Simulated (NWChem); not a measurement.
Everything below was run with NWChem. System: H2Cl2Si, charge 0, spin multiplicity 1, at a geometry optimised with PBE0/def2-SVP. The structure started from a generated list of species. Level: PBE0/def2-SVP.

The NWChem input:

```
start mol
memory heap 200 mb stack 900 mb global 1100 mb
geometry units angstroms nocenter noautoz noautosym
  Si     0.000000     0.000000     0.768929
  Cl    -1.683952     0.000000    -0.410358
  Cl     1.683952     0.000000    -0.410358
  H      0.000000    -1.233026     1.593580
  H      0.000000     1.233026     1.593580
end
basis spherical
  * library def2-svp
end
dft
  xc pbe0
  semidirect memsize 60000000 filesize 0
  iterations 100
end
task dft energy
```

NWChem printed:

```
             Northwest Computational Chemistry Package (NWChem) 7.3.0
             --------------------------------------------------------

                                NWChem Input Module
                                -------------------

 Scaling coordinates for geometry "geometry" by  1.889725989
 (inverse scale =  0.529177249)

                             Geometry "geometry" -> ""
                             -------------------------

 Output coordinates in angstroms (scale by  1.889725989 to convert to a.u.)

  No.       Tag          Charge          X              Y              Z
 ---- ---------------- ---------- -------------- -------------- --------------
    1 Si                  14.0000     0.00000000     0.00000000     0.76892900
    2 Cl                  17.0000    -1.68395200     0.00000000    -0.41035800
    3 Cl                  17.0000     1.68395200     0.00000000    -0.41035800
    4 H                    1.0000     0.00000000    -1.23302600     1.59358000
    5 H                    1.0000     0.00000000     1.23302600     1.59358000

 Effective nuclear repulsion energy (a.u.)     190.5728397463

            Nuclear Dipole moment (a.u.)
            ----------------------------
        X                 Y               Z
 ---------------- ---------------- ----------------
     0.0000000000     0.0000000000    -0.0000113384


 Summary of "ao basis" -> "" (spherical)
 ------------------------------------------------------------------------------
       Tag                 Description            Shells   Functions and Types
 ---------------- ------------------------------  ------  ---------------------
 *                          def2-svp                  on all atoms

                                 NWChem DFT Module
                                 -----------------

 Summary of "ao basis" -> "ao basis" (spherical)
 ------------------------------------------------------------------------------
       Tag                 Description            Shells   Functions and Types
 ---------------- ------------------------------  ------  ---------------------
 Si                         def2-svp                 8       18   4s3p1d
 Cl                         def2-svp                 8       18   4s3p1d
 H                          def2-svp                 3        5   2s1p

 Summary of "ao basis" -> "ao basis" (spherical)
 ------------------------------------------------------------------------------
       Tag                 Description            Shells   Functions and Types
 ---------------- ------------------------------  ------  ---------------------
 Si                         def2-svp                 8       18   4s3p1d
 Cl                         def2-svp                 8       18   4s3p1d
 H                          def2-svp                 3        5   2s1p

            General Information
            -------------------
          SCF calculation type: DFT
          Wavefunction type:  closed shell.
          No. of atoms     :     5
          No. of electrons :    50
           Alpha electrons :    25
            Beta electrons :    25
          Charge           :     0
          Spin multiplicity:     1
          Use of symmetry is: off; symmetry adaption is: off
          Maximum number of iterations: 100
          AO basis - number of functions:    64
                     number of shells:    30
          Convergence on energy requested:  1.00D-06
          Convergence on density requested:  1.00D-05
          Convergence on gradient requested:  5.00D-04
[...]
               write      read    awrite     aread      wait
               -----      ----    ------     -----      ----
     calls:        1         0         0         0         0
   data(b): 5.24e+05  0.00e+00  0.00e+00  0.00e+00
   time(s): 0.00e+00  0.00e+00  0.00e+00  0.00e+00  0.00e+00
rate(mb/s): 0.00e+00  0.00e+00
------------------------------------------------------------

   convergence    iter        energy       DeltaE   RMS-Dens  Diis-err    time
 ---------------- ----- ----------------- --------- --------- ---------  ------
 d= 0,ls=0.0,diis     1  -1210.3303119494 -1.40D+03  1.57D-02  3.70D-01     0.9
 d= 0,ls=0.0,diis     2  -1210.3289611631  1.35D-03  9.02D-03  3.13D-01     1.3
 d= 0,ls=0.0,diis     3  -1210.3765863561 -4.76D-02  1.51D-03  1.08D-02     1.6
 d= 0,ls=0.0,diis     4  -1210.3781237433 -1.54D-03  2.36D-04  1.82D-04     1.9
 d= 0,ls=0.0,diis     5  -1210.3781464044 -2.27D-05  3.50D-05  3.94D-06     2.3
 d= 0,ls=0.0,diis     6  -1210.3781469753 -5.71D-07  5.30D-06  1.52D-07     2.6

         Total DFT energy =    -1210.378146975332
      One electron energy =    -2052.365486979484
           Coulomb energy =      729.202142663772
    Exchange-Corr. energy =      -77.787642405955
 Nuclear repulsion energy =      190.572839746335

 Numeric. integr. density =       49.999994101051

     Total iterative time =      2.4s

                       DFT Final Molecular Orbital Analysis
                       ------------------------------------

 Vector   23  Occ=2.000000D+00  E=-3.510539D-01
              MO Center=  2.2D-06,  1.1D-08, -3.7D-01, r^2= 3.9D+00
   Bfn.  Coefficient  Atom+Function         Bfn.  Coefficient  Atom+Function
  ----- ------------  ---------------      ----- ------------  ---------------
    30      0.462039  2 Cl py                48     -0.462039  3 Cl py
    27      0.336344  2 Cl py                45     -0.336345  3 Cl py
    24      0.196170  2 Cl py                42     -0.196170  3 Cl py
    14     -0.068863  1 Si d -2

 Vector   24  Occ=2.000000D+00  E=-3.408962D-01
              MO Center= -3.4D-06,  1.2D-09, -3.5D-01, r^2= 4.0D+00
   Bfn.  Coefficient  Atom+Function         Bfn.  Coefficient  Atom+Function
  ----- ------------  ---------------      ----- ------------  ---------------
    29      0.349974  2 Cl px                47      0.349974  3 Cl px
    31     -0.301126  2 Cl pz                49      0.301125  3 Cl pz
    26      0.259536  2 Cl px                44      0.259536  3 Cl px
    28     -0.227252  2 Cl pz                46      0.227252  3 Cl pz
    23      0.150341  2 Cl px                41      0.150341  3 Cl px

 Vector   25  Occ=2.000000D+00  E=-3.300605D-01
              MO Center= -2.5D-06,  2.0D-08,  2.8D-01, r^2= 4.1D+00
   Bfn.  Coefficient  Atom+Function         Bfn.  Coefficient  Atom+Function
  ----- ------------  ---------------      ----- ------------  ---------------
    30      0.379282  2 Cl py                48      0.379281  3 Cl py
    27      0.279786  2 Cl py                45      0.279785  3 Cl py
    55      0.228304  4 H  s                 60     -0.228304  5 H  s
    56      0.198983  4 H  s                 61     -0.198983  5 H  s
    24      0.161915  2 Cl py                42      0.161915  3 Cl py

 Vector   26  Occ=0.000000D+00  E= 1.405778D-02
              MO Center=  1.4D-06,  6.3D-09,  2.9D-01, r^2= 3.4D+00
   Bfn.  Coefficient  Atom+Function         Bfn.  Coefficient  Atom+Function
  ----- ------------  ---------------      ----- ------------  ---------------
    13      0.960449  1 Si pz                 3     -0.611814  1 Si s
    29      0.498967  2 Cl px                47     -0.498971  3 Cl px
    22      0.368659  2 Cl s                 40      0.368667  3 Cl s
    10      0.304054  1 Si pz                 2     -0.260678  1 Si s
     4     -0.207130  1 Si s                 26      0.198602  2 Cl px

 Vector   27  Occ=0.000000D+00  E= 1.455955D-02
              MO Center= -1.2D-06, -1.1D-09,  9.8D-01, r^2= 3.4D+00
   Bfn.  Coefficient  Atom+Function         Bfn.  Coefficient  Atom+Function
  ----- ------------  ---------------      ----- ------------  ---------------
    11      1.178134  1 Si px                22      0.468488  2 Cl s
    40     -0.468481  3 Cl s                 31      0.386107  2 Cl pz
    49     -0.386105  3 Cl pz                 8      0.318529  1 Si px
    29      0.216539  2 Cl px                47      0.216530  3 Cl px
     5     -0.168357  1 Si px                28      0.145980  2 Cl pz

 Vector   28  Occ=0.000000D+00  E= 5.590404D-02
              MO Center= -6.3D-08, -6.0D-09,  1.2D+00, r^2= 3.8D+00
   Bfn.  Coefficient  Atom+Function         Bfn.  Coefficient  Atom+Function
  ----- ------------  ---------------      ----- ------------  ---------------
    56     -1.088042  4 H  s                 61     -1.088042  5 H  s
     3      1.037597  1 Si s                 13      0.904777  1 Si pz
     4      0.815022  1 Si s                  2      0.362424  1 Si s
    31     -0.191916  2 Cl pz                49     -0.191916  3 Cl pz
    55     -0.181099  4 H  s                 60     -0.181099  5 H  s

 center of mass
 --------------
 x =   0.00000000 y =   0.00000000 z =  -0.07517133

 moments of inertia (a.u.)
 ------------------
         129.785292798556           0.000000000000           0.000000000000
           0.000000000000         827.062169005371           0.000000000000
           0.000000000000           0.000000000000         719.163927657772

     Multipole analysis of the density
     ---------------------------------

     L   x y z        total         alpha         beta         nuclear
     -   - - -        -----         -----         ----         -------
     0   0 0 0      0.000000    -25.000000    -25.000000     50.000000

     1   1 0 0     -0.000000     -0.000000     -0.000000      0.000000
     1   0 1 0     -0.000000     -0.000000     -0.000000      0.000000
     1   0 0 1      0.526080      0.263046      0.263046     -0.000011

     2   2 0 0    -30.495395   -187.397294   -187.397294    344.299193
     2   1 1 0      0.000000      0.000000      0.000000      0.000000
     2   1 0 1      0.000000      0.000000      0.000000      0.000000
     2   0 2 0    -28.828735    -19.843646    -19.843646     10.858558
     2   0 1 1     -0.000000     -0.000000     -0.000000      0.000000
     2   0 0 2    -27.920573    -48.031642    -48.031642     68.142710

 Task  times  cpu:        2.6s     wall:        2.6s

 Total times  cpu:        2.6s     wall:        2.6s
```
